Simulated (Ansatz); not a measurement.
```yaml
crystal:
  periodic: [false, false, false]
  atoms:
    - {symbol: N, position_ang: [-1.661534, 0.873117, -0.142533]}
    - {symbol: Nb, position_ang: [0.194055, 0.304253, 0.279988]}
    - {symbol: N, position_ang: [0.180749, -1.455066, 1.201912]}
    - {symbol: N, position_ang: [1.276712, 0.201112, -1.382096]}
    - {symbol: O, position_ang: [0.892775, 1.453913, 1.313327]}
    - {symbol: H, position_ang: [-2.055162, 1.757420, 0.143734]}
    - {symbol: H, position_ang: [-2.376049, 0.309996, -0.580160]}
    - {symbol: H, position_ang: [-0.004645, -2.352495, 0.778370]}
    - {symbol: H, position_ang: [0.457183, -1.585110, 2.163975]}
    - {symbol: H, position_ang: [1.011424, -0.254719, -2.242910]}
    - {symbol: H, position_ang: [2.149793, 0.690479, -1.513008]}
basis:
  gaussian: {orbitals: x2c-TZVPPall}
magnetization: {spin_polarized: true, initial_magnetization: 2}
hamiltonian: {xc: {name: r2SCAN50}}
output: {forces: true}
```

```sh
$ ansatz run in.yaml --threads 4 --pin off --events-out ev --progress --plain --max-ram 10444MiB
```

It prints (some lines left out):

```
Functional definition: r2SCAN50
1752 factors; their error is unknown
mean field evaluation 1: about -110535.6036 eV, gradient 6.0e1 eV
mean field evaluation 2: about -110512.4366 eV, gradient 1.0e2 eV
mean field evaluation 4: about -110548.5766 eV, gradient 3.6e0 eV
mean field evaluation 8: about -110548.6734 eV, gradient 5.1e-1 eV
mean field evaluation 16: about -110548.7122 eV, gradient 1.4e-1 eV
mean field evaluation 32: about -110549.2899 eV, gradient 1.1e-2 eV
mean field -110549.29029376 eV, -4062.6114852955 hartree, gradient 3.2e-6 eV, S^2 2.033724; 12 other end points of the search recorded, 0 dependent functions left out
reference -110549.29031610 eV, -4062.6114861164 hartree; 39, 37 occupied and 248, 250 virtual orbitals, 1752 factors
Total energy: -110549.29031610 eV, -4062.6114861164 hartree
Relativity: scalar
Atom 0 at    -1.661534     0.873117    -0.142533 Å, force    -4.317151     1.327579    -0.869872 eV/Å
Atom 1 at     0.194055     0.304253     0.279988 Å, force     5.329775    -0.699888     1.581305 eV/Å
Atom 2 at     0.180749    -1.455066     1.201912 Å, force    -0.440894    -1.639012     0.338302 eV/Å
Atom 3 at     1.276712     0.201112    -1.382096 Å, force     0.075484    -0.147491    -1.499250 eV/Å
Atom 4 at     0.892775     1.453913     1.313327 Å, force    -0.599763     0.989346     0.439808 eV/Å
Atom 5 at    -2.055162     1.757420     0.143734 Å, force    -0.061299    -0.146965    -0.186378 eV/Å
Atom 6 at    -2.376049     0.309996    -0.580160 Å, force     0.029481     0.231123     0.105899 eV/Å
Atom 7 at    -0.004645    -2.352495     0.778370 Å, force    -0.082114     0.172446     0.404799 eV/Å
Atom 8 at     0.457183    -1.585110     2.163975 Å, force     0.042902    -0.008699    -0.457017 eV/Å
Atom 9 at     1.011424    -0.254719    -2.242910 Å, force     0.317323     0.225490     0.085382 eV/Å
Atom 10 at     2.149793     0.690479    -1.513008 Å, force    -0.293744    -0.303930     0.057021 eV/Å
Dipole moment:    -0.968656    -0.442770    -0.680736 e Å
```

Hardware: 4 threads of an Intel Xeon 6975P-C on a shared host. Wall time 100 s, peak host memory 2 GiB.
